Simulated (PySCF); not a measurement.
Computed properties of C2H6ClNSi2, SMILES [SiH3][Si@@H](CC#N)Cl

C₂H₆ClNSi₂, SMILES N#CC[Si@H]([SiH3])Cl. The structure is a stationary point at r2SCAN-D4/def2-SVP. The structure was generated by enumeration; whether it is a known compound was not checked. The values are those of a single conformer. All values are computed for the isolated molecule unless a solvent is named; none is compared with measurement here.

**Structure.** All 30 harmonic modes at r2SCAN-D4/def2-SVP (PySCF) are real, so it is a minimum. With heavy atoms numbered as in [N:1]#[C:2][CH2:3][Si@H:4]([SiH3:5])[Cl:6], the shortest bond between them is N1–C2 at 1.164 Å and the longest Si4–Si5 at 2.343 Å.

**Vibrations.** The strongest infrared lines (harmonic, unscaled, degenerate partners summed) lie at 771 cm⁻¹ (187 km/mol, H 86 %, Si 9 %), 829 cm⁻¹ (174 km/mol, H 79 %, C 15 %), 2239 cm⁻¹ (110 km/mol, H 96 %). The softest mode is at 44 cm⁻¹ and the zero-point energy is 44.7 kcal/mol.

**Electronic structure.** PBE0/def2-TZVP (PySCF) places the frontier levels at -8.48 and -0.85 eV, a gap of 7.63 eV, and gives a dipole moment of 2.46 D and a mean polarisability of 93.1 bohr³. PBE/def2-TZVP (PySCF) at the same geometry gives -7.30 and -1.73 eV, so its gap is 2.06 eV narrower. An orbital gap is neither the optical nor the fundamental gap.

**Excitations.** TDDFT-PBE0/def2-SVPD (PySCF) has S1 at 6.35 eV (195 nm, f = 0.014, weak); the most intense of the 10 singlets computed lies at 7.78 eV (f = 0.12). T1 (TDA) is at 5.63 eV. TDDFT-PBE/def2-SVPD (PySCF) puts S1 at 5.81 eV. No vertical singlet excitation falls in the visible range (under 3.1 eV).

**NMR.** GIAO shifts at PBE0/pcSseg-1 (PySCF) (non-relativistic, atoms alike by connectivity averaged): ¹³C from 8.7 to 122.5 ppm against TMS; ¹H from 2.3 to 5.7 ppm against TMS; ²⁹Si from -101.4 to 8.9 ppm against TMS. Without spin–orbit terms, shifts of atoms bonded to Cl or Br come out too high.

**Solvation.** SMD-B3LYP/def2-SVP (PySCF) gives -1.7 kcal/mol in water, -3.4 kcal/mol in n-hexane, -6.3 kcal/mol in acetonitrile (1 M in both phases, gas-phase geometry); of these solvents acetonitrile holds the molecule best.
